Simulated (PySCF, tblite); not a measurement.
Isomers of C2H7NOSi2. Computed with GFN2-xTB (tblite): harmonic, unscaled wavenumbers at the GFN2-xTB geometry, gas phase. Errors from tens to a few hundred cm⁻¹ against measured bands are possible. Modes of hydrogen on silicon can be 10 to 20 % off. One conformer each.

Electronic energies: PBE0/pcSseg-1 single points on the GFN2-xTB geometries (PySCF, gas phase).

```
              SMILES  electronic energy, lowest = 0 (kJ/mol)
CO[Si@@H]([SiH3])C#N                                   180.5
C[Si@@H](C#N)O[SiH3]                                     0.0
C[Si@](O)([SiH3])C#N                                    82.7
```

Task: How do GFN2-xTB zero-point energies change the relative energies?

Result: 
```json
{"SMILES": "C[Si@@H](C#N)O[SiH3]", "ZPE (kJ/mol)": "213.7", "of it from modes above 1550 cm⁻¹": "123.0", "electronic (kJ/mol)": "0.0", "with ZPE, lowest = 0 (kJ/mol)": "0.0", "lowest mode (cm⁻¹)": "8", "rings": "0"}
{"SMILES": "C[Si@](O)([SiH3])C#N", "ZPE (kJ/mol)": "216.7", "of it from modes above 1550 cm⁻¹": "130.6", "electronic (kJ/mol)": "82.7", "with ZPE, lowest = 0 (kJ/mol)": "85.7", "lowest mode (cm⁻¹)": "21", "rings": "0"}
{"SMILES": "CO[Si@@H]([SiH3])C#N", "ZPE (kJ/mol)": "214.6", "of it from modes above 1550 cm⁻¹": "120.6", "electronic (kJ/mol)": "180.5", "with ZPE, lowest = 0 (kJ/mol)": "181.3", "lowest mode (cm⁻¹)": "18i", "rings": "0"}
```

The zero-point energies span 3.0 kJ/mol, from `C[Si@@H](C#N)O[SiH3]` to `C[Si@](O)([SiH3])C#N`. Slightly imaginary modes are left out of the zero-point energy: `CO[Si@@H]([SiH3])C#N` 18.0i cm⁻¹. The order is unchanged.

Task: And how do the electronic energies of GFN2-xTB itself compare?

Result: `C[Si@@H](C#N)O[SiH3]` 0.0; `C[Si@](O)([SiH3])C#N` 203.6; `CO[Si@@H]([SiH3])C#N` 191.3 kJ/mol, lowest = 0. Against the energies above, taken from the same isomer `C[Si@@H](C#N)O[SiH3]`, the largest difference is 120.9 kJ/mol.
